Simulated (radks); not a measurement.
Values are calculated unless marked as measured or tabulated.
Isoelectronic series with 6 electrons, each ion in its NIST ground configuration. Level of theory: scalar-relativistic Kohn-Sham, PBE, spin-polarised, spherical densities, point nucleus; open shells are filled with parallel spins first (a radial shooting solver on a logarithmic mesh with Libxc functionals). Total energies (hartree) and orbital eigenvalues (eV) (* marks an orbital that is empty in some or all of the ions):

[
 {"ion": "Al7+", "configuration": "[He] 2s2 2p2", "E (hartree)": "-214.73065", "2p down*": "-253.5238", "2p up": "-263.8908", "2s down": "-286.1395", "2s up": "-295.4092"},
 {"ion": "Si8+", "configuration": "[He] 2s2 2p2", "E (hartree)": "-252.11718", "2p down*": "-316.7415", "2p up": "-328.2247", "2s down": "-352.9761", "2s up": "-363.1455"},
 {"ion": "P9+", "configuration": "[He] 2s2 2p2", "E (hartree)": "-292.54606", "2p down*": "-386.8106", "2p up": "-399.4101", "2s down": "-426.7241", "2s up": "-437.7923"},
 {"ion": "S10+", "configuration": "[He] 2s2 2p2", "E (hartree)": "-336.02369", "2p down*": "-463.7343", "2p up": "-477.4505", "2s down": "-507.3977", "2s up": "-519.3643"},
 {"ion": "Cl11+", "configuration": "[He] 2s2 2p2", "E (hartree)": "-382.55704", "2p down*": "-547.5176", "2p up": "-562.3509", "2s down": "-595.0130", "2s up": "-607.8782"},
 {"ion": "Ar12+", "configuration": "[He] 2s2 2p2", "E (hartree)": "-432.15362", "2p down*": "-638.1668", "2p up": "-654.1177", "2s down": "-689.5885", "2s up": "-703.3528"},
 {"ion": "K13+", "configuration": "[He] 2s2 2p2", "E (hartree)": "-484.82144", "2p down*": "-735.6893", "2p up": "-752.7582", "2s down": "-791.1446", "2s up": "-805.8088"},
 {"ion": "Ca14+", "configuration": "[He] 2s2 2p2", "E (hartree)": "-540.56909", "2p down*": "-840.0932", "2p up": "-858.2808", "2s down": "-899.7035", "2s up": "-915.2685"},
 {"ion": "Sc15+", "configuration": "[He] 2s2 2p2", "E (hartree)": "-599.40567", "2p down*": "-951.3878", "2p up": "-970.6947", "2s down": "-1015.289", "2s up": "-1031.756"},
 {"ion": "Ti16+", "configuration": "[He] 2s2 2p2", "E (hartree)": "-661.34083", "2p down*": "-1069.583", "2p up": "-1090.010", "2s down": "-1137.927", "2s up": "-1155.297"},
 {"ion": "V17+", "configuration": "[He] 2s2 2p2", "E (hartree)": "-726.38478", "2p down*": "-1194.689", "2p up": "-1216.237", "2s down": "-1267.644", "2s up": "-1285.920"},
 {"ion": "Cr18+", "configuration": "[He] 2s2 2p2", "E (hartree)": "-794.54828", "2p down*": "-1326.719", "2p up": "-1349.388", "2s down": "-1404.470", "2s up": "-1423.653"},
 {"ion": "Mn19+", "configuration": "[He] 2s2 2p2", "E (hartree)": "-865.84264", "2p down*": "-1465.683", "2p up": "-1489.474", "2s down": "-1548.435", "2s up": "-1568.527"},
 {"ion": "Fe20+", "configuration": "[He] 2s2 2p2", "E (hartree)": "-940.27977", "2p down*": "-1611.594", "2p up": "-1636.509", "2s down": "-1699.572", "2s up": "-1720.576"},
 {"ion": "Co21+", "configuration": "[He] 2s2 2p2", "E (hartree)": "-1017.87215", "2p down*": "-1764.468", "2p up": "-1790.507", "2s down": "-1857.915", "2s up": "-1879.832"},
 {"ion": "Ni22+", "configuration": "[He] 2s2 2p2", "E (hartree)": "-1098.63285", "2p down*": "-1924.316", "2p up": "-1951.481", "2s down": "-2023.500", "2s up": "-2046.333"},
 {"ion": "Cu23+", "configuration": "[He] 2s2 2p2", "E (hartree)": "-1182.57553", "2p down*": "-2091.156", "2p up": "-2119.446", "2s down": "-2196.365", "2s up": "-2220.117"},
 {"ion": "Zn24+", "configuration": "[He] 2s2 2p2", "E (hartree)": "-1269.71449", "2p down*": "-2265.001", "2p up": "-2294.419", "2s down": "-2376.550", "2s up": "-2401.223"},
 {"ion": "Ga25+", "configuration": "[He] 2s2 2p2", "E (hartree)": "-1360.06465", "2p down*": "-2445.868", "2p up": "-2476.415", "2s down": "-2564.095", "2s up": "-2589.692"}
]
